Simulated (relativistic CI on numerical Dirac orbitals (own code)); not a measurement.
One change at a time: La³⁸⁺

Base calculation: Dirac-Coulomb-Breit CI, separate exchange-only KLI orbitals for each configuration, model QED, unscaled Slater integrals.

Configurations in the expansion (outside the closed core [Ne]): 3s²3p⁶3d, 3s²3p⁵3d², 3s3p⁶3d², 3s²3p⁶4s, 3s²3p⁶4p, 3s²3p⁶4d, 3s²3p⁵3d4s, 3s²3p⁶4f, 3s²3p⁵3d4p, 3s²3p⁵3d4d, 3s3p⁶3d4s, 3p⁶3d²4p, 3s²3p⁵3d4f, 3s3p⁶3d4p, 3s3p⁶3d4d, 3s²3p⁶5s, 3s²3p⁶5p, 3s3p⁶3d4f, 3s²3p⁶5d, 3s²3p⁶5f, 3s²3p⁶5g, 3p⁶3d³, 3p⁵3d⁴, 3p⁵3d³4s, 3p⁶3d²4s, 3p⁵3d²4s², 3p⁶3d²4d, 3p⁵3d³4d, 3p⁵3d²4s4d. Double excitations out of closed p, d and f shells are left out; levels of such configurations are missing from the list, as are those of other unlisted configurations, and high levels can miss mixing partners. These lack a partner that the ground configuration has and come out too high: 3s²3p⁵3d4p, 3s²3p⁵3d4f.

Variants: (1) P86 correlation estimate; (2) QED terms removed; (3) only the first 3 configurations. Shifts of the energy above 3s²3p⁶3d ²D3/2, in eV, for the lowest level and the first level of each name with at least 55 % of one term (blank where a level changes its place among those of its configuration and J or its character, or is not in the variant):

```csv
Level,Base,Δ(1),Δ(2),Δ(3)
3s²3p⁶3d ²D3/2,0.000,0.000,0.000,0.000
3s²3p⁶3d ²D5/2,22.044,0.000,-0.062,+0.013
3s²3p⁵3d² ⁴D°1/2,177.058,+0.378,+0.221,-0.675
3s²3p⁵3d² ⁴G°9/2,200.680,+0.378,+0.170,-0.528
3s²3p⁵3d² ⁴G°11/2,207.277,+0.379,+0.161,-0.493
3s²3p⁵3d² ²H°11/2,225.349,+0.379,+0.120,-0.492
3s²3p⁵3d² ²P°1/2,236.431,+0.378,+0.116,-0.655
3s²3p⁵3d² ²F°5/2,237.963,+0.379,+0.157,-0.346
3s3p⁶3d² ⁴F3/2,428.614,+0.593,+1.755,-0.336
3s3p⁶3d² ⁴F5/2,434.149,+0.593,+1.749,-0.357
3s3p⁶3d² ⁴P1/2,447.153,+0.593,+1.745,-0.327
3s3p⁶3d² ⁴F7/2,448.982,+0.593,+1.695,-0.358
3s3p⁶3d² ⁴P3/2,457.946,+0.593,+1.699,-0.338
3s3p⁶3d² ⁴F9/2,458.480,+0.593,+1.682,-0.349
3s3p⁶3d² ²F5/2,464.837,+0.593,+1.705,-0.452
3s3p⁶3d² ²D3/2,467.952,+0.593,+1.697,-0.139
3s3p⁶3d² ²G7/2,468.793,+0.593,+1.702,-0.375
3s3p⁶3d² ²P1/2,475.829,+0.594,+1.716,+0.094
3s3p⁶3d² ²G9/2,478.254,+0.593,+1.656,-0.346
3s3p⁶3d² ²D5/2,483.533,+0.593,+1.642,-0.302
```

At this charge energies of transitions that change n are usually good to better than 1 %, and those within a shell (Δn = 0) to a few per cent.

Ionisation energy from the two ground configurations alone: base 2674.66 eV; P86 correlation estimate 2676.38 eV. The NIST ASD value (theoretical) is 2674 eV.

LS names give the leading component of a level, which can be under half, so a name can repeat, a term be missing and a line seem to break the LS rules.
